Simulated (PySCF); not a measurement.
**Trend along the alkali metals: MS molecules**

PBE0 with triple-zeta basis sets in PySCF, for the lowest determinant that a PBE0 search found; no spin–orbit coupling. De refers to high-spin ground-configuration atoms. A positive dipole means M(−)S(+).

```
 M         basis  state (unpaired electrons)  Re (Å)  ωe (cm⁻¹)  De (eV)   μ (D)
Li  x2c-TZVPPall               doublet (π ↑)   2.144        589     3.08   -6.88
Na    def2-TZVPP               doublet (π ↑)   2.484        332     2.53   -8.29
 K  x2c-TZVPPall               doublet (π ↑)   2.828        254     2.59  -10.01
Rb  x2c-TZVPPall               doublet (π ↑)   2.927        217     2.67  -10.17
```

The shortest bond is that of LiS (2.144 Å), the longest that of RbS (2.927 Å).

The rows differ in basis set, which adds steps of its own.

Down a group the atoms grow and get heavier, so bonds lengthen and wavenumbers fall; this series shows no clear exception.

Spin–orbit coupling is left out. States were picked by a PBE0 search and need not be the measured ground states.
